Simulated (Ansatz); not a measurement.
Relaxation of Cl$_{2}$FH$_{3}$OZr (8 atoms, charge 0, multiplicity 1), to a largest force component of 0.03 eV/Å in at most 50 steps.

Level of theory: RKS PBE0-D4/def2-SVP in Ansatz 0.2.0.

```xyz
8
Properties=species:S:1:pos:R:3
Zr 0.006 -0.614 -0.579
Cl 0.796 0.426 2.901
F 1.781 0.009 -0.803
O -1.255 0.736 -0.210
H -1.767 1.531 -0.053
Cl -0.689 -1.940 -2.386
H -0.041 -1.742 0.892
H 0.405 -0.749 2.396
```

Question: Where does it end, and by what steps?

Answer: The run converged. The force dipped under the threshold on the way, but the program's further checks kept it going. After 29 steps the energy has fallen by 1.814 eV; Cl2 moved furthest, 1.61 Å. Parted: Zr1–H7, Cl2–H8. Joined: Zr1–Cl2, H7–H8.

```
step  energy less start (eV)  largest force component (eV/Å)  accepted
   0                  0.0000                           0.896       yes
   2                 -0.0422                           0.171       yes
   4                 -0.0743                           0.343       yes
   6                 -0.1657                           0.463       yes
   8                 -0.2887                           2.761       yes
  10                 -1.3365                           0.671       yes
  12                 -1.4776                           0.920       yes
  14                 -1.6348                           0.455       yes
  16                 -1.7661                           0.335       yes
  18                 -1.8019                           0.132       yes
  20                 -1.8044                           0.036       yes
  22                 -1.8060                           0.115       yes
  24                 -1.8100                           0.191       yes
  26                 -1.8126                           0.104       yes
  28                 -1.8136                           0.042       yes
  29                 -1.8138                           0.017       yes
```

```xyz
8
Properties=species:S:1:pos:R:3
Zr 0.592 0.144 -0.359
Cl 1.780 0.112 1.672
F 1.493 1.294 -1.561
O -1.140 0.830 -0.083
H -2.008 1.191 0.101
Cl 0.468 -1.997 -1.327
H -1.132 -2.162 1.578
H -0.817 -1.755 2.139
```

Whether the end is a true minimum wasn't checked by a vibrational analysis.

Run time: 2.4 min on 2 threads of AMD EPYC 7R43 64-Core Processor (Zen 3), with other jobs on the host, peak memory 0.28 GiB.
